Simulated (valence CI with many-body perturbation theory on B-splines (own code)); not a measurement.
Forbidden lines of Sb10+

Computed by configuration interaction combined with many-body perturbation theory (CI+MBPT): five valence electrons over a frozen Dirac-Fock core [Kr], a basis of 7 s, 7 p, 8 d, 6 f, 4 g, 1 h functions for each j, with the one-electron correlation potential Σ1, the two-electron term Σ2, the three-electron term Σ3, Breit, model QED; selected CI, second order for the rest, scaled by the run's own slope (own B-spline code, finite nucleus).

No measured levels were compared; by estimate terms of the open shell hold to 2 to 4 % of their energy, and close levels can change places. Core correlation moves these levels by up to 9500 cm⁻¹, and in measured spectra 5 to 20 % of such shifts remained as error; rates that hang on mixing are uncertain with them. Among the levels kept, up to 560 cm⁻¹ of a level comes from second order outside the variational space, and about a tenth of that is noise between levels of different J, which matters for small intervals. The list stops below the first excitations out of the core. Only levels of the ground parity were solved; by the run's estimate the other parity begins above the list, which can be wrong where configurations are misplaced.

Lines 1 to 50 of 120 in falling wavelength, among levels below 429080 cm⁻¹, chosen from the decays that carry over 1 % of a level's rate. Wavelengths and rates use the calculated energies, so an error of 2000 cm⁻¹ moves a line at 2780 nm by 56 % and its rate by three times that or more. Electric multipoles are in the length gauge, E1 and E2 with the static RPA response of the core. S is in atomic units (e²a₀⁴ for E2 and M2, e²a₀⁶ for E3), for M1 in squared Bohr magnetons. Weak lines are less certain than strong ones. Lines between different terms over intervals too small for the method are left out, as are lines whose strength nearly cancels. Intervals below about 2000 cm⁻¹, as at the head of this list, are uncertain by tens of per cent.

Names give the largest LS component (configuration and term), which can be under half, so a name can repeat, a term be missing and a line seem to break the LS rules; names also repeat where a configuration has a term twice. Letters in brackets count levels of one name in rising energy.

| λ vac (nm) | Upper | Lower | Type | A (s⁻¹) | S (a.u.) |
| --- | --- | --- | --- | --- | --- |
| 12410 | 4d5 4G_9/2 | 4d5 4G_11/2 | M1 | 1.66e-02 | 1.17e+01 |
| 11230 | 4d5 4G_11/2 | 4d5 4G_7/2 | E2 | 6.82e-11 | 1.30e-02 |
| 5894 | 4d5 4G_9/2 | 4d5 4G_7/2 | M1 | 1.86e-01 | 1.41e+01 |
| 2782 | 4d5 2I_13/2 | 4d5 2I_11/2 | M1 | 4.75e-01 | 5.30e+00 |
| 2780 | 4d5 4P_1/2 | 4d5 4D_3/2 | M1 | 2.52e+00 | 4.01e+00 |
| 2571 | 4d5 4G_7/2 | 4d5 4G_5/2 [a] | M1 | 1.59e+00 | 8.01e+00 |
| 2421 | 4d5 2F_7/2 [c] | 4d5 2F_5/2 [b] | M1 | 8.55e-01 | 3.60e+00 |
| 2182 | 4d5 4D_5/2 | 4d5 4D_7/2 | M1 | 1.14e+00 | 2.63e+00 |
| 1799 | 4d5 4F_5/2 | 4d5 4F_3/2 | M1 | 1.49e+00 | 1.93e+00 |
| 1744 | 4d5 2D_3/2 [a] | 4d5 4F_5/2 | M1 | 4.37e+00 | 3.44e+00 |
| 1717 | 4d5 4G_5/2 [b] | 4d5 4G_5/2 [a] | M1 | 6.95e+00 | 7.82e+00 |
| 1507 | 4d5 4F_5/2 | 4d5 2F_7/2 [a] | M1 | 6.88e+00 | 5.24e+00 |
| 1490 | 4d5 4D_3/2 | 4d5 4G_5/2 [a] | M1 | 3.50e+00 | 1.71e+00 |
| 1378 | 4d5 4D_7/2 | 4d5 4G_5/2 [b] | M1 | 5.41e+00 | 4.21e+00 |
| 1334 | 4d5 4D_7/2 | 4d5 4G_9/2 | M1 | 1.98e+00 | 1.39e+00 |
| 1255 | 4d5 4D_1/2 | 4d5 4P_1/2 | M1 | 1.68e+01 | 2.46e+00 |
| 1193 | 4d5 2H_9/2 | 4d5 2G_9/2 [a] | M1 | 7.06e+00 | 4.44e+00 |
| 1149 | 4d5 2H_11/2 | 4d5 2H_9/2 | M1 | 3.35e+00 | 2.26e+00 |
| 1122 | 4d5 2F_7/2 [a] | 4d5 4D_5/2 | M1 | 4.98e-01 | 2.08e-01 |
| 1110 | 4d5 2G_9/2 [b] | 4d5 2G_7/2 [a] | M1 | 4.86e+00 | 2.46e+00 |
| 1100 | 4d5 2G_7/2 [a] | 4d5 2F_5/2 [a] | M1 | 5.28e+00 | 2.08e+00 |
| 1088 | 4d5 4D_7/2 | 4d5 4G_7/2 | M1 | 4.53e+00 | 1.73e+00 |
| 1076 | 4d5 2H_9/2 | 4d5 2F_7/2 [a] | M1 | 2.06e+00 | 9.50e-01 |
| 1057 | 4d5 2F_7/2 [c] | 4d5 2H_9/2 | M1 | 3.63e+00 | 1.27e+00 |
| 971.6 | 4d5 2G_9/2 [b] | 4d5 2H_9/2 | M1 | 1.49e+01 | 5.08e+00 |
| 960.9 | 4d5 2F_5/2 [a] | 4d5 4D_5/2 | M1 | 2.71e+00 | 5.36e-01 |
| 944.9 | 4d5 2G_7/2 [a] | 4d5 2F_7/2 [a] | M1 | 6.37e+00 | 1.59e+00 |
| 913.2 | 4d5 4D_5/2 | 4d5 4D_3/2 | M1 | 3.22e+00 | 5.46e-01 |
| 885.6 | 4d5 2D_3/2 [a] | 4d5 4F_3/2 | M1 | 6.44e+00 | 6.64e-01 |
| 864.5 | 4d5 4D_1/2 | 4d5 4D_3/2 | M1 | 7.80e+00 | 3.74e-01 |
| 824.6 | 4d5 2F_7/2 [c] | 4d5 4F_5/2 | M1 | 7.59e+00 | 1.26e+00 |
| 804.1 | 4d5 2F_7/2 [b] | 4d5 2F_5/2 [a] | M1 | 8.08e+00 | 1.25e+00 |
| 773.7 | 4d5 4F_5/2 | 4d5 4P_3/2 | M1 | 3.35e+00 | 3.45e-01 |
| 768.5 | 4d5 2F_7/2 [b] | 4d5 2G_9/2 [a] | M1 | 1.47e+01 | 1.98e+00 |
| 764.5 | 4d5 4D_7/2 | 4d5 4G_5/2 [a] | M1 | 4.83e-01 | 6.40e-02 |
| 761.0 | 4d5 2F_5/2 [b] | 4d5 2F_5/2 [a] | M1 | 6.97e+00 | 6.83e-01 |
| 740.8 | 4d5 2F_7/2 [a] | 4d5 4D_7/2 | M1 | 5.10e-01 | 6.15e-02 |
| 737.7 | 4d5 2F_5/2 [b] | 4d5 4F_3/2 | M1 | 1.55e+01 | 1.39e+00 |
| 736.6 | 4d5 4P_3/2 | 4d5 4D_3/2 | M1 | 1.69e+01 | 1.00e+00 |
| 726.0 | 4d5 4D_5/2 | 4d5 4G_7/2 | M1 | 8.20e+00 | 6.98e-01 |
| 718.0 | 4d5 2F_7/2 [b] | 4d5 2F_7/2 [a] | M1 | 1.84e+00 | 2.02e-01 |
| 693.8 | 4d5 2G_9/2 [a] | 4d5 4D_7/2 | M1 | 5.65e+00 | 6.99e-01 |
| 691.4 | 4d5 4P_3/2 | 4d5 4G_5/2 [b] | M1 | 2.67e+00 | 1.31e-01 |
| 683.5 | 4d5 2F_5/2 [b] | 4d5 2F_7/2 [a] | M1 | 1.58e+00 | 1.12e-01 |
| 670.2 | 4d5 2H_9/2 | 4d5 2I_11/2 | M1 | 3.35e+00 | 3.74e-01 |
| 667.1 | 4d5 2F_5/2 [a] | 4d5 4D_7/2 | M1 | 7.08e+00 | 4.68e-01 |
| 650.6 | 4d5 2I_11/2 | 4d5 4G_9/2 | M1 | 3.89e+00 | 4.76e-01 |
| 643.1 | 4d5 4F_5/2 | 4d5 4D_5/2 | M1 | 2.17e+01 | 1.28e+00 |
| 618.2 | 4d5 2I_11/2 | 4d5 4G_11/2 | M1 | 1.48e+01 | 1.56e+00 |
| 585.4 | 4d5 2H_11/2 | 4d5 2G_9/2 [a] | M1 | 7.17e+00 | 6.40e-01 |
